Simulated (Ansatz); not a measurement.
System: sum formula SiBr₃Cl, net charge 0, singlet state. SMILES: Cl[Si](Br)(Br)Br
Coordinates optimised at B3LYP-D3(BJ)/def2-TZVP (Ansatz, a program for electronic structure):
```xyz
5

Si    -0.0103    -0.0216     0.3056
Cl    -0.0789    -0.1652     2.3377
Br    -0.8817     1.9078    -0.3167
Br     2.0899    -0.1390    -0.3611
Br    -1.1657    -1.6799    -0.5799
```
Charge 0, spin multiplicity 1.

Quantity: atomisation energy (electronic, to ground-state atoms), in kcal/mol. Cores are frozen in the correlated levels unless marked. UHF or UKS for open shells. Spin-orbit coupling is left out. Frozen are the shells of the preceding noble gas and the d and f shells that filled before the atom's block. No relativistic terms. The coupled-cluster limit lacks core correlation, which all-electron functionals hold. Basis-set limits of correlation are two-point, X^-3; Hartree-Fock from the larger set. The bracket is a focal-point correction in the basis named.

```json
[
 {"level": "HF/STO-3G", "program": "Ansatz", "atomisation energy (kcal/mol)": "291.3", "minus last row": "-49.4", "rough core time": "-"},
 {"level": "HF/6-31G*", "program": "Ansatz", "atomisation energy (kcal/mol)": "229.1", "minus last row": "-111.6", "rough core time": "-"},
 {"level": "BLYP/def2-TZVPD", "program": "Ansatz", "atomisation energy (kcal/mol)": "315.1", "minus last row": "-25.6", "rough core time": "under 20 s"},
 {"level": "revPBE/def2-TZVPD", "program": "Ansatz", "atomisation energy (kcal/mol)": "324.3", "minus last row": "-16.4", "rough core time": "under 20 s"},
 {"level": "HSE06/def2-TZVPD", "program": "Ansatz", "atomisation energy (kcal/mol)": "340.0", "minus last row": "-0.7", "rough core time": "40 s"},
 {"level": "MP2/def2-TZVPP", "program": "Ansatz", "atomisation energy (kcal/mol)": "344.9", "minus last row": "4.2", "rough core time": "-"},
 {"level": "RI-MP2/CBS(def2-TZVPPD,def2-QZVPPD)+[CCSD(T)-MP2]/def2-TZVPPD", "program": "Ansatz", "atomisation energy (kcal/mol)": "340.7", "minus last row": "0.0", "rough core time": "-"}
]
```

Core times are rough, on shared machines, summed over the molecules involved; a dash marks a level read off another run, or run on other hardware, by another program or under a memory cap.
